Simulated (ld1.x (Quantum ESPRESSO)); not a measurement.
# Reading a pseudo-wave (carbon)

Columns: radius, all-electron u(r) and pseudo u(r) of the 2p shell (level -5.29 eV) of carbon in the configuration [He] 2s2 2p2; PBE, non-relativistic, TM scheme, ld1.x (Quantum ESPRESSO) 7.5.

```tsv
r (bohr)	all-electron	pseudo
0.103	0.0497	0.0189
0.205	0.1502	0.0729
0.308	0.2631	0.1568
0.410	0.3685	0.2598
0.513	0.4608	0.3726
0.615	0.5361	0.4814
0.718	0.5970	0.5779
0.820	0.6430	0.6535
0.923	0.6759	0.7062
1.025	0.6964	0.7356
1.128	0.7068	0.7457
1.230	0.7087	0.7411
1.332	0.7036	0.7270
1.435	0.6930	0.7074
1.538	0.6781	0.6855
1.640	0.6601	0.6630
1.743	0.6395	0.6403
1.845	0.6173	0.6175
1.948	0.5939	0.5939
2.050	0.5700	0.5700
2.153	0.5455	0.5455
2.255	0.5213	0.5213
2.358	0.4971	0.4971
2.460	0.4735	0.4735
2.562	0.4505	0.4505
2.665	0.4279	0.4279
```

(1) How many radial nodes do the two functions have?

(2) At about which radius was the pseudo-wave matched?

(3) Where does each function peak?

(4) Is the pseudo-wave norm-conserving?

Answers

(1) The all-electron 2p function has n − l − 1 = 0; the pseudo-wave has 0.

(2) 2.05 bohr. The columns agree to 0.0005 from 1.84 bohr on; several derivatives are matched, so the curves merge somewhat inside the radius.

(3) Outermost all-electron maximum near 1.23 bohr, pseudo maximum near 1.13 bohr (to the table’s step).

(4) Yes: the TM scheme keeps the norm inside the radius equal to the all-electron one, which fixes the energy derivative of the logarithmic derivative at the level.
